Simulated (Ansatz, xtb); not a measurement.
Ranking isomers of GaH2NSTe

5 gas-phase structures of GaH2NSTe, found in a search over its isomers (lower ones may exist). Each was relaxed with GFN2-xTB:

A. a singlet given by its coordinates
B. `[NH]1[GaH][S][Te]1`, a singlet
C. a singlet given by its coordinates
D. `[NH2][Ga]1[S][Te]1`, a singlet
E. `[NH]1S[Te][GaH]1`, a singlet

C (Å):

```json
{"atom": "Ga", "x (Å)": "1.3341", "y (Å)": "-0.7182", "z (Å)": "-2.9347"}
{"atom": "N", "x (Å)": "-1.4929", "y (Å)": "0.6744", "z (Å)": "-0.8637"}
{"atom": "S", "x (Å)": "0.6564", "y (Å)": "-1.9551", "z (Å)": "-1.0058"}
{"atom": "Te", "x (Å)": "-1.4358", "y (Å)": "-1.1422", "z (Å)": "-1.8172"}
{"atom": "H", "x (Å)": "-1.5299", "y (Å)": "0.5494", "z (Å)": "0.1418"}
{"atom": "H", "x (Å)": "-0.6671", "y (Å)": "1.2325", "z (Å)": "-1.0595"}
```

Close contacts (Å): Ga1–S3 2.39, Ga1–Te4 3.02, N2–Te4 2.05, S3–Te4 2.39, N2–H5 1.01, N2–H6 1.02.

A (Å):

```
atom    x (Å)    y (Å)    z (Å)
  Ga   0.5873  -1.5894  -2.3362
   N  -1.3013   0.0173  -1.5462
   S   0.2916   0.6169  -1.0122
  Te   0.8305  -1.2121   0.4559
   H  -1.9213   0.0262  -0.7369
   H  -1.6659   0.7002  -2.2079
```

Close contacts (Å): Ga1–S3 2.59, Ga1–Te4 2.83, N2–S3 1.78, S3–Te4 2.41, N2–H5 1.02, N2–H6 1.02.

Question: Estimate their order in r2SCAN-D4/def2-SVP energy at these geometries, lowest first.

Answer: Calculated order at r2SCAN-D4/def2-SVP: D (0.0), C (16.6), A (23.5), B (27.8), E (34.8) kcal/mol.

Energies above the lowest of each column, in kcal/mol; the last columns are at PBE0-D3(BJ)/def2-SVP geometries and were run for some of them only (a dash: not run or not comparable):

| structure | GFN2-xTB | HF/STO-3G | r2SCAN-D4/def2-SVP | PBE0-D3(BJ)/def2-SVP | CCSD(T)/def2-SVP + ΔMP2/def2-TZVPP |
| --- | --- | --- | --- | --- | --- |
| D | 2.9 | 0.0 | 0.0 | 0.0 | 0.0 |
| C | 0.0 | 71.0 | 16.6 | 14.6 | 14.5 |
| A | 4.1 | 70.0 | 23.5 | – | – |
| B | 21.6 | 25.8 | 27.8 | – | – |
| E | 23.6 | 16.0 | 34.8 | – | – |

CCSD(T)/def2-SVP + ΔMP2/def2-TZVPP puts D lowest of those it was run on; GFN2-xTB picks C. Some further structures that were screened fall inside this span and aren't listed. Flexible structures stand in one conformer each, not always the lowest. Frequencies (PBE0-D3(BJ)/def2-SVP) were run for C, D alone. The ΔMP2 step shifts differences by up to 6.6 kcal/mol, which makes them less sure. Atoms past krypton carry core potentials in the def2 sets, without spin–orbit terms. ΔMP2 is the change of the MP2 energy from the smaller to the larger basis.

Over these structures GFN2-xTB departs from r2SCAN-D4/def2-SVP by 6.7 kcal/mol on average once a common shift is removed. A GFN2-xTB relaxation took about 0.76 s and the r2SCAN-D4/def2-SVP energy about 8.4 s on a shared host (Ansatz 0.2.0, xtb 6.7.1).
